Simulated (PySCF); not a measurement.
## Field gradients at the hydrogen positions

2,3-dihydro-1-methyl-1H-phosphole 1-oxide, C5H9OP.
Structure used (GFN2-xTB), in Å, numbered top down from 1:
```xyz
16
C5H9OP angstrom
C      2.0045    0.2592    0.5982
P      0.8039    0.1366   -0.7838
O      1.4412    0.1128   -2.1056
C     -0.4716    1.3868   -0.4648
C     -1.5394    0.8460    0.1022
C     -1.5043   -0.6246    0.3994
C     -0.3505   -1.2479   -0.3870
H      2.6950   -0.5785    0.5162
H      1.5109    0.2494    1.5649
H      2.5634    1.1851    0.4749
H     -0.3631    2.4245   -0.7309
H     -2.4220    1.4026    0.3829
H     -2.4601   -1.0889    0.1456
H     -1.3580   -0.7584    1.4757
H      0.1383   -2.0607    0.1490
H     -0.6957   -1.6351   -1.3484
```

Level: PBE0/pcSseg-1 (PySCF, non-relativistic); Q(2H) = 0.00286 b; rigid geometry, the same for H and D, with no vibrational averaging.

**Question.** Rank these positions by the coupling χzz of a deuteron there, largest first.
A. H9 (methyl hydrogen)
B. H14 (methylene hydrogen)
C. H10 (methyl hydrogen)
D. H11 (vinylic hydrogen)

**Answer.** D (228 kHz), A (216 kHz), C (211 kHz), B (202 kHz).

**Question.** Tabulate Vzz, the asymmetry η and χzz = 234.96 MHz × Q × Vzz for every hydrogen position.

**Answer.** 
```tsv
atom	bonded to	bond length (Å)	Vzz (au)	η	χzz (kHz)
H8	C1	1.089	0.3142	0.01	211
H9	C1	1.085	0.3211	0.01	216
H10	C1	1.089	0.3146	0.01	211
H11	C4	1.077	0.3392	0.04	228
H12	C5	1.081	0.3270	0.03	220
H13	C6	1.093	0.3025	0.03	203
H14	C6	1.094	0.3002	0.02	202
H15	C7	1.089	0.3127	0.02	210
H16	C7	1.092	0.3036	0.02	204
```

**Question.** How does χzz go with the bond length over the 9 C–H bonds?

**Answer.** A straight-line fit has a slope of -14.4 kHz for each 0.01 Å, with a correlation coefficient of -0.99, over lengths from 1.077 to 1.094 Å. The longer bonds have the smaller couplings here.

**Question.** Give the 2H NMR doublet splittings at H13 for a magnetic field along the z, y and x axes of the gradient: 3χ/2, 3χ(1 + η)/4, 3χ(1 − η)/4.

**Answer.** With |χ| = 203.3 kHz and η = 0.025: 305, 156 and 149 kHz, to first order and without motion.

The structure is a single GFN2-xTB conformer in the gas phase; no vibrational or solvent corrections. GFN2-xTB bond lengths can be off by several hundredths of an ångström, more for odd bonds, and the gradients follow them. A larger basis could move these couplings by a tenth or more.

These values come from a run that also computed NMR shieldings. Rough CPU time on one thread of a shared machine: about 90 s (grids of density and orbitals included).
